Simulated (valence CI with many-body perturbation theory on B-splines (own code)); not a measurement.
## Eu XLVIII: electric-dipole lines

Method: configuration interaction combined with many-body perturbation theory (CI+MBPT): six valence electrons over a frozen Dirac-Fock core [Ne], radial functions for each j: 9 s, 9 p, 8 d, 6 f, 3 g, 1 h, with the one-electron correlation potential Σ1, the two-electron term Σ2, the three-electron term Σ3, Breit, model QED; selected CI, second order for the rest, scaled by the run's own slope (own B-spline code, finite nucleus).

The last digits are not significant, and no measured levels were compared; by estimate large intervals hold to a few tenths of a per cent, small ones and those within an open d or f shell to about a per cent. Among the levels kept, up to 1100 cm⁻¹ of a level comes from second order outside the variational space, and about a tenth of that is noise between levels of different J, which matters for small intervals.

Lines 1 to 50 of 136 in falling wavelength, among levels below 31.857 Ry, chosen from the strongest by gf and those to the six lowest levels. Wavelengths and rates use the calculated energies. Electric multipoles are in the length gauge with retardation, E1 and E2 with the static RPA response of the core. Weak lines are less certain than strong ones. Lines between different terms over intervals too small for the method are left out, as are lines whose strength nearly cancels. The highest levels of a list are the least certain.

Levels are named by their leading jj configuration (3d3/2^4 stands for four electrons in 3d with j = 3/2), which in mixed levels can hold well under half, so a name can repeat and another be missing. Letters in brackets count levels of one name in rising energy.

```csv
λ vac (Å),Upper,Lower,A (s⁻¹),log gf,Branch %
7596,(3s^2 3p1/2^2 3d3/2 3d5/2) J=3,(3s^2 3p1/2 3p3/2^2 3d5/2) J=2 [c],3.20e+01,-5.71,0.0
5283,(3s^2 3p1/2^2 3d3/2^2) J=2,(3s^2 3p1/2 3p3/2^2 3d3/2) J=1 [b],4.57e+01,-6.02,0.0
3543,(3s^2 3p1/2 3p3/2^2 3d5/2) J=1 [a],(3s^2 3p1/2^2 3d3/2^2) J=2,1.19e+02,-6.17,0.0
2619,(3s^2 3p1/2^2 3d3/2^2) J=2,(3s^2 3p1/2 3p3/2^2 3d3/2) J=2 [c],3.92e+03,-4.70,0.0
1929,(3s^2 3p1/2^2 3d3/2^2) J=2,(3s^2 3p1/2 3p3/2^2 3d5/2) J=3 [a],6.47e+03,-4.74,0.0
1778,(3s^2 3p1/2^2 3d3/2 3d5/2) J=3,(3s^2 3p1/2 3p3/2^2 3d5/2) J=3 [c],6.66e+03,-4.66,0.0
1555,(3s^2 3p1/2^2 3d3/2^2) J=0,(3s^2 3p1/2 3p3/2^2 3d3/2) J=1 [c],2.30e+03,-6.08,0.0
1222,(3s^2 3p1/2 3p3/2^2 3d3/2) J=1 [c],(3s^2 3p1/2^2 3d3/2^2) J=2,2.86e+02,-6.72,0.0
1170,(3s^2 3p1/2^2 3d3/2^2) J=2,(3s^2 3p1/2 3p3/2^2 3d3/2) J=3 [b],3.88e+04,-4.40,0.0
1159,(3s^2 3p1/2 3p3/2^2 3d3/2) J=1 [a],(3s^2 3p3/2^4) J=0,4.41e+04,-4.57,0.0
1053,(3s^2 3p3/2^4) J=0,(3s 3p1/2^2 3p3/2^3) J=1,5.01e+05,-4.08,0.4
909.4,(3s^2 3p1/2^2 3d3/2 3d5/2) J=3,(3s^2 3p1/2 3p3/2^2 3d5/2) J=2 [b],2.46e+02,-6.67,0.0
853.5,(3s^2 3p1/2 3p3/2^2 3d5/2) J=1 [b],(3s^2 3p1/2^2 3d3/2^2) J=0,4.56e+02,-6.83,0.0
848.0,(3s^2 3p1/2^2 3d3/2^2) J=0,(3s^2 3p1/2 3p3/2^2 3d5/2) J=1 [a],9.64e+04,-4.98,0.0
761.3,(3s^2 3p1/2^2 3d3/2 3d5/2) J=3,(3s^2 3p1/2 3p3/2^2 3d5/2) J=3 [b],2.32e+04,-4.85,0.0
615.2,(3s^2 3p1/2 3p3/2^2 3d5/2) J=2 [a],(3s^2 3p1/2^2 3d3/2^2) J=2,2.32e+03,-6.18,0.0
605.8,(3s^2 3p1/2^2 3d3/2^2) J=0,(3s^2 3p1/2 3p3/2^2 3d3/2) J=1 [b],1.47e+06,-4.09,0.0
573.8,(3s^2 3p1/2^2 3d3/2^2) J=2,(3s^2 3p1/2 3p3/2^2 3d3/2) J=2 [b],5.95e+02,-6.83,0.0
559.2,(3s^2 3p1/2^2 3d3/2 3d5/2) J=3,(3s^2 3p1/2 3p3/2^2 3d5/2) J=2 [a],1.42e+04,-5.33,0.0
548.1,(3s^2 3p1/2^2 3p3/2 3d3/2) J=2,(3s^2 3p1/2 3p3/2^3) J=2,4.90e+05,-3.96,0.0
476.1,(3s^2 3p1/2 3p3/2^2 3d5/2) J=3 [b],(3s^2 3p1/2^2 3d3/2^2) J=2,4.01e+03,-6.02,0.0
433.0,(3s^2 3p1/2^2 3p3/2 3d3/2) J=1,(3s^2 3p1/2 3p3/2^3) J=2,3.97e+06,-3.47,0.0
432.1,(3s^2 3p1/2 3p3/2^2 3d5/2) J=2 [b],(3s^2 3p1/2^2 3d3/2^2) J=2,5.50e+04,-5.11,0.0
419.1,(3s^2 3p1/2^2 3p3/2 3d3/2) J=3,(3s^2 3p1/2 3p3/2^3) J=2,7.90e+04,-4.84,0.0
403.1,(3s^2 3p1/2^2 3p3/2 3d3/2) J=2,(3s^2 3p1/2 3p3/2^3) J=1,1.39e+05,-4.77,0.0
379.8,(3s^2 3p1/2 3p3/2^2 3d5/2) J=1 [b],(3s^2 3p1/2^2 3d3/2^2) J=2,2.30e+04,-5.83,0.0
350.7,(3s^2 3p1/2 3p3/2^2 3d5/2) J=3 [c],(3s^2 3p1/2^2 3d3/2^2) J=2,5.26e+05,-4.17,0.0
337.2,(3s^2 3p1/2^2 3p3/2 3d3/2) J=1,(3s^2 3p1/2 3p3/2^3) J=1,8.63e+05,-4.36,0.0
330.5,(3s^2 3p1/2^2 3p3/2 3d3/2) J=0,(3s^2 3p1/2 3p3/2^3) J=1,2.10e+06,-4.46,100.0
316.7,(3s^2 3p1/2^2 3d3/2^2) J=2,(3s^2 3p1/2 3p3/2^2 3d3/2) J=3 [a],6.68e+06,-3.30,0.0
313.3,(3s^2 3p1/2^2 3d3/2 3d5/2) J=3,(3s^2 3p1/2 3p3/2^2 3d5/2) J=4 [b],5.52e+06,-3.24,0.0
304.7,(3s^2 3p1/2 3p3/2^2 3d5/2) J=2 [c],(3s^2 3p1/2^2 3d3/2^2) J=2,8.39e+03,-6.23,0.0
281.0,(3s^2 3p1/2^2 3d3/2^2) J=2,(3s^2 3p1/2 3p3/2^2 3d3/2) J=1 [a],1.50e+03,-7.05,0.0
272.1,(3s^2 3p1/2^2 3d3/2^2) J=2,(3s^2 3p1/2 3p3/2^2 3d3/2) J=2 [a],4.99e+05,-4.56,0.0
263.5,(3s^2 3p1/2^2 3d3/2 3d5/2) J=3,(3s^2 3p1/2 3p3/2^2 3d3/2) J=2 [c],3.97e+06,-3.54,0.0
254.3,(3s^2 3p1/2^2 3d3/2 3d5/2) J=3,(3s^2 3p1/2 3p3/2^2 3d5/2) J=3 [a],2.05e+06,-3.86,0.0
250.1,(3s^2 3p1/2^2 3d3/2 3d5/2) J=3,(3s^2 3p1/2 3p3/2^2 3d5/2) J=4 [a],9.69e+04,-5.20,0.0
236.2,(3s^2 3p1/2 3p3/2^2 3d3/2) J=1 [b],(3s^2 3p3/2^4) J=0,1.46e+06,-4.44,0.0
234.3,(3s^2 3p1/2^2 3d3/2 3d5/2) J=3,(3s^2 3p1/2 3p3/2^2 3d3/2) J=3 [b],1.59e+05,-5.04,0.0
212.6,(3s^2 3p1/2 3p3/2^2 3d5/2) J=1 [a],(3s^2 3p3/2^4) J=0,2.91e+07,-3.23,0.0
199.2,(3s^2 3p1/2^2 3d3/2^2) J=0,(3s^2 3p1/2 3p3/2^2 3d3/2) J=1 [a],2.23e+07,-3.88,0.1
193.9,(3s^2 3p1/2^2 3d3/2 3d5/2) J=3,(3s^2 3p1/2 3p3/2^2 3d3/2) J=2 [b],2.90e+06,-3.94,0.0
190.8,(3s^2 3p1/2 3p3/2^2 3d3/2) J=1 [c],(3s^2 3p3/2^4) J=0,7.56e+06,-3.91,0.0
187.2,(3s^2 3p1/2^2 3p3/2 3d5/2) J=2,(3s^2 3p1/2 3p3/2^3) J=2,3.24e+07,-3.07,0.1
186.1,(3s^2 3p1/2^2 3d3/2^2) J=2,(3s 3p1/2^2 3p3/2^3) J=1,2.86e+03,-7.13,0.0
169.2,(3s^2 3p3/2^4) J=0,(3s^2 3p1/2^2 3p3/2 3d5/2) J=1,2.63e+06,-4.95,2.3
167.9,(3s^2 3p1/2^2 3d3/2 3d5/2) J=3,(3s^2 3p1/2 3p3/2^2 3d3/2) J=4,1.53e+07,-3.35,0.0
166.7,(3s^2 3p1/2^2 3p3/2 3d5/2) J=2,(3s^2 3p1/2 3p3/2^3) J=1,3.99e+07,-3.08,0.1
152.2,(3s^2 3p1/2^2 3d3/2 3d5/2) J=3,(3s^2 3p1/2 3p3/2^2 3d3/2) J=3 [a],3.80e+07,-3.03,0.0
148.3,(3s^2 3p1/2^2 3d3/2^2) J=2,(3s 3p1/2^2 3p3/2^3) J=2,2.84e+06,-4.33,0.0
```
